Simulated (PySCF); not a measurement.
The numbers are results of PySCF with ωB97X-D3(BJ)/def2-TZVP // PBE0-D3(BJ)/def2-TZVP, not measurements. Gas-phase values, no solvent. One relaxed conformer stands for a flexible species; it need not be the lowest. Excitations are Tamm–Dancoff values on a coarser integration grid. The basis has no diffuse functions, so Rydberg states are missing or too high.

Reference species (SMILES): `S(C=C=C)C` (neutral, multiplicity 1).

```
Item                    Value
-------------------  --------
T1 excitation (TDA)   4.27 eV
HOMO–LUMO gap        10.35 eV
```

Changed species: `C=C=CC=C` (X = vinyl; the reference has X = methylthio).

Question: Predict the effect on the T1 excitation (TDA) and HOMO–LUMO gap.

Answer: the T1 excitation (TDA) falls by 0.74 eV, to 3.53 eV; the HOMO–LUMO gap stays essentially unchanged.
